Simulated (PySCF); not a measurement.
A side-by-side comparison of computed properties.

First species: C7H10OSSi.
SMILES: `C[SiH2]c1ccc(C(C)=S)o1`

Second species: C8H10OSi.
Numbering: `[CH3:1][C:2]#[C:3][C:4]1=[CH:5][C:6](=[O:7])[Si@H:8]1[CH2:9][CH3:10]` (hydrogens: H11, H12, H13 on C1; H14 on C5; H15 on Si8; H16, H17 on C9; H18, H19, H20 on C10)

Cartesian coordinates in Å at the GFN2-xTB level; atoms count from 1:
```
atom  x, y, z in Å
C1     3.3423    2.0166   -0.0927
C2     2.3973    0.9283   -0.0434
C3     1.6248    0.0001   -0.0008
C4     0.6830   -1.0188    0.0037
C5     0.7846   -2.2757    0.5125
C6    -0.5098   -2.8762    0.1861
O7    -0.9317   -3.9919    0.3803
Si8   -1.1126   -1.2237   -0.6548
C9    -2.4252   -0.1479    0.2006
C10   -2.3333    1.3174   -0.2180
H11    2.8181    2.9708   -0.1479
H12    3.9712    1.9110   -0.9772
H13    3.9796    2.0073    0.7916
H14    1.6141   -2.7369    1.0251
H15   -1.2407   -1.1835   -2.1141
H16   -2.3162   -0.2172    1.2850
H17   -3.4209   -0.5259   -0.0364
H18   -3.0869    1.9119    0.2955
H19   -1.3532    1.7228    0.0228
H20   -2.4895    1.4221   -1.2890
```

Levels: PBE0/pcSseg-1 for dipole moment, HOMO energy, LUMO energy and HOMO–LUMO gap; GFN2-xTB for rotational constant A and rotational constant C. Geometries: GFN2-xTB. Each species is one conformer at its optimised geometry, gas phase, non-relativistic unless stated; the electronic structure was computed with PySCF and density fitting.

Dipoles, sizes and rotational constants follow the conformer. The torsions of the flexible species, by atom-mapped SMILES:
- `[CH3:1][SiH2:2][c:3]1[cH:4][cH:5][c:6]([C:7]([CH3:8])=[S:9])[o:10]1`: C1–Si2–C3–C4 126°, C5–C6–C7–C8 179°
- `[CH3:1][C:2]#[C:3][C:4]1=[CH:5][C:6](=[O:7])[Si@H:8]1[CH2:9][CH3:10]`: C6–Si8–C9–C10 155°

Values for the first species:

| Item | Value |
| --- | --- |
| Dipole moment | 3.82 D |
| HOMO energy | -6.26 eV |
| LUMO energy | -2.52 eV |
| HOMO–LUMO gap | 3.74 eV |
| Rotational constant A | 2.308 GHz |
| Rotational constant C | 0.418 GHz |

Estimate the same properties for the second species, and the change in each.

```json
{"property": "dipole moment", "first": "3.82 D", "second": "4.89 D", "second less first": "+1.07 D"}
{"property": "HOMO energy", "first": "-6.26 eV", "second": "-6.40 eV", "second less first": "-0.14 eV"}
{"property": "LUMO energy", "first": "-2.52 eV", "second": "-2.03 eV", "second less first": "+0.49 eV"}
{"property": "HOMO–LUMO gap", "first": "3.74 eV", "second": "4.37 eV", "second less first": "+0.63 eV"}
{"property": "rotational constant A", "first": "2.308 GHz", "second": "1.381 GHz", "second less first": "-0.927 GHz"}
{"property": "rotational constant C", "first": "0.418 GHz", "second": "0.498 GHz", "second less first": "+0.080 GHz"}
```

On the first: The dipole equals about 12.7 × 10⁻³⁰ C·m (1 D = 3.33564 × 10⁻³⁰ C·m). A dipole of 3.82 D is allowed in C1, and pure rotational transitions are dipole-allowed.

On the second: The dipole matches unit charges of opposite sign 1.02 Å apart (1 e·Å = 4.8032 D). A dipole of 4.89 D is allowed in C1, and pure rotational transitions are dipole-allowed.
